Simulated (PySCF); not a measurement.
This PySCF input asks for the NMR shieldings of SMILES C(=C)CBCSC, C₅H₁₁BS; the geometry comes from GFN2-xTB.

```python
import basis_set_exchange as bse
import numpy as np
from pyscf import gto, dft
from pyscf.prop import nmr

atoms = """
C    -2.733225    0.832835    0.795093
C    -2.562382    0.109283   -0.296286
C    -1.657816   -1.088119   -0.387974
B    -0.426644   -0.627797   -1.266743
C     0.926226   -0.294200   -0.541220
S     2.211589    0.463562   -1.605293
C     3.538164    0.614942   -0.370754
H    -3.389932    1.685914    0.815755
H    -2.232839    0.593634    1.719628
H    -3.073822    0.375271   -1.211455
H    -2.214967   -1.895717   -0.867120
H    -1.385626   -1.408985    0.618235
H    -0.540122   -0.492422   -2.422871
H     1.368517   -1.202225   -0.121897
H     0.761885    0.391325    0.293999
H     4.379766    1.086694   -0.866721
H     3.823402   -0.372470   -0.016299
H     3.199067    1.234795    0.455505
"""
names = dict.fromkeys(["C", "B", "S", "H"], "pcSseg-1")
basis = {el: gto.basis.parse(bse.get_basis(n, elements=[el], fmt="nwchem")) for el, n in names.items()}
mol = gto.M(atom=atoms, basis=basis, charge=0, verbose=0)
mf = dft.RKS(mol, xc="PBE0")
mf.grids.level = 2
mf.grids.alignment = dft.numint.BLKSIZE   # the property module wants whole blocks of grid points
mf.conv_tol = 1e-9
mf.kernel()

calc = nmr.RKS(mf)   # GIAO
C = mf.mo_coeff
Co = C[:, mf.mo_occ > 0]
resp = mf.gen_response(singlet=True, hermi=2)
def vind(x):   # induced exchange potential for any number of trial vectors
    d = np.einsum("pi,xij,qj->xpq", C, 2 * x.reshape(-1, C.shape[1], Co.shape[1]), Co, optimize=True)
    return np.einsum("xpq,pi,qj->xij", resp(d - d.transpose(0, 2, 1)), C, Co, optimize=True).ravel()
mo1, _ = nmr.rhf.solve_mo1(calc, with_cphf=vind)
sigma = calc.kernel(mo1)
for i, s in enumerate(sigma):   # ppm
    print("%2d %-2s %9.2f" % (i, mol.atom_pure_symbol(i), np.trace(s) / 3))
```

Question: Give the expected output.

Answer: 
```
 0 C      61.80
 1 C      50.70
 2 C     145.35
 3 B      19.11
 4 C     146.74
 5 S     563.35
 6 C     162.24
 7 H      26.35
 8 H      26.22
 9 H      25.68
10 H      28.90
11 H      29.27
12 H      24.38
13 H      29.35
14 H      29.03
15 H      29.79
16 H      29.66
17 H      29.73
```

These numbers come from an equivalent density-fitted implementation of the same equations, which agrees with the script to about 0.01 ppm for H and up to a few tenths of a ppm for heavy atoms, so last digits may differ.

Size and cost of the density-fitted run: 181 basis functions, 52 s wall time on 1 thread of an Arm Neoverse N1, shared host; peak memory 0.78 GiB.
